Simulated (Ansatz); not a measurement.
One change: `NC[S][GeH3]` becomes `NCSCF`.

Ansatz, PBE0-D4/def2-TZVP geometries, multiplicity 1. Each molecule was computed in one conformer, which needn't be the lowest.

Scalar relativity is left out up to krypton.

| property | `NC[S][GeH3]` |
| --- | --- |
| size of the dipole moment (ωB97M-V/def2-TZVPP) / D | 2.31 |
| HOMO energy (ωB97M-V/def2-TZVPP) / eV | -8.92 |
| LUMO energy (PBE0/def2-TZVPP) / eV | 0.29 |
| HOMO–LUMO gap (PBE0/def2-TZVPP) / eV | 7.01 |
| HOMO energy (PBE/def2-TZVPP) / eV | -5.50 |
| HOMO–LUMO gap (ωB97M-V/def2-TZVPP) / eV | 11.01 |

Task: What does the change do to each property? (Best estimate.)

Result: Ansatz gave: 
```json
{"property": "size of the dipole moment (ωB97M-V/def2-TZVPP) / D", "`NCSCF`": "2.08", "shift": "-0.23"}
{"property": "HOMO energy (ωB97M-V/def2-TZVPP) / eV", "`NCSCF`": "-9.05", "shift": "-0.13"}
{"property": "LUMO energy (PBE0/def2-TZVPP) / eV", "`NCSCF`": "0.56", "shift": "0.27"}
{"property": "HOMO–LUMO gap (PBE0/def2-TZVPP) / eV", "`NCSCF`": "7.36", "shift": "0.35"}
{"property": "HOMO energy (PBE/def2-TZVPP) / eV", "`NCSCF`": "-5.51", "shift": "-0.01"}
{"property": "HOMO–LUMO gap (ωB97M-V/def2-TZVPP) / eV", "`NCSCF`": "11.26", "shift": "0.25"}
```

With PBE0 the HOMO falls by 0.08 eV and the LUMO rises by 0.27 eV, so the gap widens by about 0.35 eV. PBE moves the HOMO by -0.01 eV and ωB97M-V by -0.13 eV. Dipoles are sizes alone; their direction can turn.
